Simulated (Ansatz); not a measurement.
Input and output for C4H12Ge (`C[C](C)(C)[GeH3]`).

```yaml
crystal:
  periodic: [false, false, false]
  atoms:
    - {symbol: C, position_ang: [-0.740215, 0.398956, -1.329149]}
    - {symbol: C, position_ang: [0.063021, -0.042343, -0.110844]}
    - {symbol: C, position_ang: [1.455115, 0.577850, -0.151524]}
    - {symbol: C, position_ang: [0.170387, -1.562777, -0.079772]}
    - {symbol: Ge, position_ang: [-0.865251, 0.569671, 1.526586]}
    - {symbol: H, position_ang: [-0.837059, 1.487007, -1.380400]}
    - {symbol: H, position_ang: [-0.241391, 0.069129, -2.248830]}
    - {symbol: H, position_ang: [-1.746525, -0.029054, -1.329949]}
    - {symbol: H, position_ang: [2.058039, 0.281576, 0.711358]}
    - {symbol: H, position_ang: [1.413430, 1.670378, -0.173954]}
    - {symbol: H, position_ang: [1.987184, 0.250029, -1.053108]}
    - {symbol: H, position_ang: [-0.813199, -2.039724, -0.049079]}
    - {symbol: H, position_ang: [0.741399, -1.912810, 0.784678]}
    - {symbol: H, position_ang: [0.682881, -1.922581, -0.980501]}
    - {symbol: H, position_ang: [-0.989676, 2.106343, 1.526819]}
    - {symbol: H, position_ang: [-2.279431, -0.040123, 1.597982]}
    - {symbol: H, position_ang: [-0.077709, 0.137976, 2.779688]}
basis:
  gaussian: {orbitals: cc-pVDZ}
magnetization: {spin_polarized: true, initial_magnetization: 2}
hamiltonian: {xc: {name: wB97M-V}}
output: {forces: true}
```

```sh
$ ansatz run in.yaml --threads 8 --pin off --events-out ev --progress --plain --max-ram 20889MiB
```

Output, abridged:

```
Functional definition: wB97M-V
1365 factors; integrals over basis functions are off by at most 1.3e-3 eV
476 factors; integrals over basis functions are off by at most 4.2e-6 eV
mean field evaluation 1: about -60843.5345 eV, gradient 2.7e1 eV
mean field evaluation 2: about -60845.5587 eV, gradient 2.0e1 eV
mean field evaluation 4: about -60847.5616 eV, gradient 1.0e0 eV
mean field evaluation 8: about -60847.7600 eV, gradient 2.1e-1 eV
mean field evaluation 16: about -60847.7667 eV, gradient 1.4e-2 eV
mean field -60847.76667963 eV, -2236.1141813788 hartree, gradient 2.1e-5 eV, S^2 2.002947; 4 other end points of the search recorded, 0 dependent functions left out
reference -60847.76672858 eV, -2236.1141831779 hartree; 35, 33 occupied and 108, 110 virtual orbitals, 1365 factors
Total energy: -60847.76672858 eV, -2236.1141831779 hartree
Atom 0 at    -0.740215     0.398956    -1.329149 Å, force    -0.546128     0.358459     0.931361 eV/Å
Atom 1 at     0.063021    -0.042343    -0.110844 Å, force     4.805862    -3.168171    -8.477147 eV/Å
Atom 2 at     1.455115     0.577850    -0.151524 Å, force    -0.519551     0.361805     0.945536 eV/Å
Atom 3 at     0.170387    -1.562777    -0.079772 Å, force    -0.535235     0.335121     0.946765 eV/Å
Atom 4 at    -0.865251     0.569671     1.526586 Å, force    -3.629158     2.392418     6.402790 eV/Å
Atom 5 at    -0.837059     1.487007    -1.380400 Å, force    -0.006195     0.357512     0.031013 eV/Å
Atom 6 at    -0.241391     0.069129    -2.248830 Å, force     0.254978    -0.153418    -0.016784 eV/Å
Atom 7 at    -1.746525    -0.029054    -1.329949 Å, force    -0.317014    -0.160760     0.048335 eV/Å
Atom 8 at     2.058039     0.281576     0.711358 Å, force     0.152833    -0.122335     0.300658 eV/Å
Atom 9 at     1.413430     1.670378    -0.173954 Å, force    -0.067477     0.352014    -0.002003 eV/Å
Atom 10 at     1.987184     0.250029    -1.053108 Å, force    -0.105444    -0.182720    -0.210101 eV/Å
Atom 11 at    -0.813199    -2.039724    -0.049079 Å, force    -0.342385    -0.105773     0.013340 eV/Å
Atom 12 at     0.741399    -1.912810     0.784678 Å, force     0.188749    -0.062660     0.298543 eV/Å
Atom 13 at     0.682881    -1.922581    -0.980501 Å, force     0.104890     0.168422    -0.222019 eV/Å
Atom 14 at    -0.989676     2.106343     1.526819 Å, force     0.188500    -0.108538    -0.335009 eV/Å
Atom 15 at    -2.279431    -0.040123     1.597982 Å, force     0.174534    -0.131726    -0.334063 eV/Å
Atom 16 at    -0.077709     0.137976     2.779688 Å, force     0.198242    -0.129650    -0.321216 eV/Å
Dipole moment:     0.454804    -0.299822    -0.802249 e Å
```

It took 28 s on 8 threads of an AMD EPYC on a shared host, with 0.97 GiB of host memory at the peak.
